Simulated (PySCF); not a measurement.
All values below come from B3LYP-D3(BJ)/def2-TZVP // PBE0-D3(BJ)/def2-TZVP (PySCF). Isolated molecules, 0 K electronic values unless said otherwise. B3LYP has the VWN-RPA correlation part, as in Gaussian. 

Reference species (SMILES): `BF` (neutral, multiplicity 1).

```yaml
HOMO: -9.14 eV
HOMO–LUMO gap: 7.70 eV
```

Changed species: `FBF` (whole molecule; the reference has whole molecule).

Q: Give the shifts of the HOMO and HOMO–LUMO gap.

A: the HOMO falls by 1.50 eV, to -10.64 eV; the HOMO–LUMO gap increases by 2.32 eV, to 10.02 eV.
